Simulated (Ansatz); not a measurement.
CH7GaSn (`[CH3][SnH2][GaH2]`). Charge 0, multiplicity 1. Sn: def2 effective core potential. The geometry is a stationary point of PBE0-D4/def2-TZVP.

```xyz
10

C    -0.810   -1.170   -1.110
Sn    0.789   -0.293    0.027
Ga    0.084    1.842    1.376
H    -0.449   -2.053   -1.637
H    -1.624   -1.460   -0.445
H    -1.188   -0.451   -1.837
H     1.399   -1.493    1.093
H     2.069    0.074   -1.056
H    -1.407    2.352    1.371
H     1.139    2.652    2.218
```

Question: What is the dipole moment at ωB97M-V/def2-TZVPP? (Estimate.)

Answer: The calculation gave: 0.66 D, with components (-0.63, 0.01, -0.20) D in this frame, pointing from negative to positive charge.

Question: And with PBE, r2SCAN, B3LYP? (An estimate is asked.)

Answer: The calculation gave: PBE 0.72 D, r2SCAN 0.72 D, B3LYP 0.70 D.

Question: Give the Mulliken charges with ωB97M-V, r2SCAN, B3LYP in def2-TZVPP. (Estimate.)

Answer: Ansatz gave: 
| atom | ωB97M-V | r2SCAN | B3LYP |
| --- | --- | --- | --- |
| C1 | -0.60 | -0.47 | -0.57 |
| Sn2 | 0.32 | 0.39 | 0.48 |
| Ga3 | 0.12 | 0.20 | 0.13 |
| H4 | 0.14 | 0.10 | 0.12 |
| H5 | 0.14 | 0.09 | 0.12 |
| H6 | 0.14 | 0.09 | 0.12 |
| H7 | -0.10 | -0.13 | -0.14 |
| H8 | -0.10 | -0.13 | -0.14 |
| H9 | -0.03 | -0.07 | -0.05 |
| H10 | -0.02 | -0.07 | -0.05 |

B3LYP here is the variant with VWN-RPA as its local correlation; programs differ in this.
